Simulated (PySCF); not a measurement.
## Nd(III) with more and more OH

Computed with PySCF 2.14.0, PBE0, def2-SVP on the ligands, density fitting, scalar-relativistic core potentials, no spin-orbit coupling, vacuum. The metal has lcecp-1-SVP with ECP49. Each complex is relaxed within the symmetry of its template. Distances are means of the shortest metal–ligand contacts, charges and spins Mulliken's; removal energies are rigid, with the ligand's formal charge and no counterpoise, so too large; for an anion taken off a cation in vacuum most of it is the attraction of opposite charges, and multiply charged cations can part far more cheaply with an electron moved from ligand to metal. lcecp potentials hold a fixed number of 4f electrons in the core, out of states, spins and gaps.

```tsv
complex	point group	M–OH (Å)	charge on M (e)	dipole (D)	removal of one OH (eV)	strongest infrared band, degenerate modes summed (cm⁻¹)	unstable modes (below −25 cm⁻¹)
[Nd(OH)2]+	C2v	2.006	1.38	–	17.30	–	0
[Nd(OH)4]−	D2d, nearly Td	2.175	0.82	–	5.43	229	0
```

Task: What does the calculation give for Nd(OH)3?

Result: point group: C3v, M–OH (Å): 2.105, charge on M (e): 1.08, dipole (D): 1.06, removal of one OH (eV): 10.84, strongest infrared band, degenerate modes summed (cm⁻¹): 363, unstable modes (below −25 cm⁻¹): 0.
```xyz
7

Nd    0.0000    0.0000   -0.2102
O     2.0843    0.0000    0.0875
H     3.0124    0.0000    0.3198
O    -1.0421    1.8051    0.0875
H    -1.5062    2.6088    0.3198
O    -1.0421   -1.8051    0.0875
H    -1.5062   -2.6088    0.3198
```

The more ligands, the longer each bond and the weaker the last ligand is held.

One start shape was tried for each, so a minimum needn't be the lowest isomer.
